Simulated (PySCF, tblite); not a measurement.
Compound: C6H8NO2S (charge -1).
Z-matrix (Å and degrees, GFN2-xTB geometry), rows numbered from 1:
```
C 
S   1  1.6893
O   2  1.4602  1  111.70
O   2  1.4635  1  111.51  3   130.22
C   2  1.9492  1  116.32  3  -115.88
N   5  1.4104  2  110.40  1    49.68
C   6  1.3564  5  126.18  2  -102.61
C   7  1.3727  6  108.80  5   174.27
C   8  1.4056  7  106.77  6    -0.75
C   6  1.3550  5  124.75  2    69.52
H   1  1.0863  2  107.17  3    55.46
H   1  1.0869  2  106.80  3   174.72
H   5  1.0865  2  103.66  1   170.30
H   5  1.0868  2  106.61  1   -71.99
H   7  1.0739  6  121.11  5    -6.01
H   8  1.0747  7  126.29  6   179.48
H   9  1.0744  8  126.68  7  -179.83
H  10  1.0716  6  120.56  5     3.75
```

The geometry is computed with GFN2-xTB (gas phase).

Take the most abundant isotopes and a rigid rotor. The values belong to one conformer with, in the numbering `[CH2-:1][S:2](=[O:3])(=[O:4])[CH2:5][n:6]1[cH:7][cH:8][cH:9][cH:10]1`, H–C1–S2–O3 55° and 175°, C1–S2–C5–N6 50°, S2–C5–N6–C7 -103°.

Question: What are A, B and C (MHz)?

Answer: Ia = 185.44, Ib = 670.72, Ic = 695.32 u·Å²; 505379 MHz·u·Å²/I gives A = 2725, B = 753.5, C = 726.8 MHz.

Question: Classify the top.

Answer: A near-prolate asymmetric top: κ = (2 × 753.5 − 2725 − 726.8)/(2725 − 726.8) = -0.97.

Question: What does the inertial defect say?

Answer: Not planar: Δ = Ic − Ia − Ib = -160.84 u·Å². For a rigid frame Δ = −2 Σ m c², so Σ m c² = 80.42 u·Å² lies off the ab plane: 14.41 from hydrogen and 66.01 from heavier atoms. The atom farthest from that plane is 2.07 Å away.

Question: Give the other two planar moments, Paa and Pbb, and the rms extents of the mass along the axes.

Answer: Paa = Σ m a² = (Ib + Ic − Ia)/2 = 590.30 and Pbb = Σ m b² = (Ia + Ic − Ib)/2 = 105.03 u·Å². With the mass M = 158.03 u, the rms extents √(P/M) along a, b and c are 1.93, 0.82, 0.71 Å.

Question: Give the coordinates in the principal-axis frame, origin at the centre of mass.

Answer: The sense of each axis is arbitrary; atoms in the order of the calculation.
```tsv
atom	mass (u)	a (Å)	b (Å)	c (Å)
C1	12.000	1.394	-0.687	1.655
S2	31.972	1.563	0.021	0.130
O3	15.995	1.478	1.477	0.198
O4	15.995	2.737	-0.498	-0.575
C5	12.000	0.173	-0.390	-1.173
N6	14.003	-1.104	-0.184	-0.611
C7	12.000	-1.946	-1.147	-0.161
C8	12.000	-3.031	-0.546	0.429
C9	12.000	-2.822	0.841	0.343
C10	12.000	-1.622	1.028	-0.296
H11	1.008	0.455	-0.332	2.070
H12	1.008	1.374	-1.763	1.501
H13	1.008	0.380	0.291	-1.993
H14	1.008	0.321	-1.425	-1.469
H15	1.008	-1.720	-2.188	-0.294
H16	1.008	-3.872	-1.047	0.872
H17	1.008	-3.475	1.612	0.709
H18	1.008	-1.084	1.927	-0.524
```

Its lowest GFN2-xTB frequency is 14 cm⁻¹, too small to tell a flat minimum from a shallow saddle. Zero-point vibration and centrifugal distortion are left out.
